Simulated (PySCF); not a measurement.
A run for PySCF: R-BP86/6-31G* on C2H7N (SMILES CNC), a point of a torsion scan.

```python
from pyscf import gto, scf, dft, mp
from pyscf.data.elements import chemcore

mol = gto.M(
    atom='''
    C     1.25373711    0.13564980    0.03990986
    N    -0.06542066   -0.01711172   -0.54135845
    C    -0.74453048   -1.20469169   -0.06644965
    H     1.83774620   -0.79771879    0.04354588
    H     1.13771451    0.45501325    1.07765958
    H     1.80428267    0.90301282   -0.49873675
    H     0.01653037   -0.06707601   -1.55348487
    H    -0.18329113   -2.13425940   -0.25083833
    H    -1.71570454   -1.27823166   -0.55239276
    H    -0.89979067   -1.10944455    1.00888687
    ''',
    basis='6-31g*',
    cart=True,
    charge=0, spin=0, verbose=3, max_memory=1800)
mf = dft.RKS(mol, xc='b88,p86')
mf.conv_tol = 1e-8
mf.max_cycle = 100
mf.kernel()
if not mf.converged:
    mf = mf.newton().run(mf.mo_coeff, mf.mo_occ)
```

Program output:

```
converged SCF energy = -135.153094536311
```

Self-consistency was reached.

Cost: about 4 core-seconds (a rough figure).
